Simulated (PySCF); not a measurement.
A side-by-side comparison of computed properties.

First species: ethylchlorosilane, C2H7ClSi.
Z-matrix (Å and degrees, PBE0-D3(BJ)/def2-SVP geometry), rows numbered from 1:
```
C 
C   1  1.5264
Si  2  1.8734  1  113.23
Cl  3  2.0768  2  109.19  1  -179.33
H   1  1.1017  2  111.71  3    60.08
H   1  1.1017  2  111.74  3   -60.17
H   1  1.1009  2  111.45  3   179.94
H   2  1.1034  1  111.09  3  -121.11
H   2  1.1033  1  111.12  3   121.22
H   3  1.4921  2  111.28  1   -60.35
H   3  1.4921  2  111.33  1    61.58
```

Second species: Ge(NH2)Cl3.
Z-matrix (Å and degrees, PBE0-D3(BJ)/def2-SVP geometry), rows numbered from 1:
```
Ge
N   1  1.7968
H   2  1.0167  1  114.85
H   2  1.0161  1  115.75  3  -131.12
Cl  1  2.1315  2  107.74  3   -51.04
Cl  1  2.1310  2  109.02  3  -170.54
Cl  1  2.1491  2  115.93  3    68.98
```

Levels: B3LYP/def2-SVPD for HOMO energy, LUMO energy, HOMO–LUMO gap and static isotropic polarisability; TDDFT B3LYP/def2-SVPD for lowest singlet excitation; TDA B3LYP/def2-SVPD for lowest triplet excitation (Tamm–Dancoff). Geometries: PBE0-D3(BJ)/def2-SVP. Each species is one conformer at its optimised geometry, gas phase, non-relativistic unless stated; the electronic structure was computed with PySCF and density fitting.

The conformers computed, where there is a choice (atom-mapped SMILES and torsion angles):
- `[CH3:1][CH2:2][SiH2:3][Cl:4]`: C1–C2–Si3–Cl4 -179°

```tsv
property	column X	column Y
HOMO energy	-8.41 eV	-8.28 eV
LUMO energy	-1.96 eV	-0.20 eV
HOMO–LUMO gap	6.45 eV	8.08 eV
lowest singlet excitation	5.44 eV	7.03 eV
lowest triplet excitation (Tamm–Dancoff)	5.04 eV	6.74 eV
static isotropic polarisability	79.4 au	67.0 au
```

Q: Which column belongs to which species?

A: Column X is the second species and column Y the first. The first has 11 atoms and 50 electrons, the second 7 and 92.

Q: How does each property change from the first species to the second?

A: HOMO energy -0.13 eV; LUMO energy -1.76 eV; HOMO–LUMO gap -1.63 eV; lowest singlet excitation -1.59 eV; lowest triplet excitation (Tamm–Dancoff) -1.70 eV; static isotropic polarisability +12.4 au.

On the first: The vertical singlet–triplet gap S1 − T1 is 0.29 eV (TDDFT singlet less Tamm–Dancoff triplet; S1: HOMO→LUMO, weight 0.97; T1: HOMO→LUMO, weight 0.94). The principal polarisabilities are 57.9, 62.9 and 80.3 au; their mean is the isotropic value.

On the second: No computed singlet falls in the visible range (750 to 380 nm, 1.65 to 3.26 eV); S1 lies 2.18 eV above its blue end. S1 lies 1.01 eV below the HOMO–LUMO gap; its leading configuration is HOMO→LUMO, weight 0.98. Relativistic effects, spin–orbit coupling among them, are left out although an element past zinc is present.
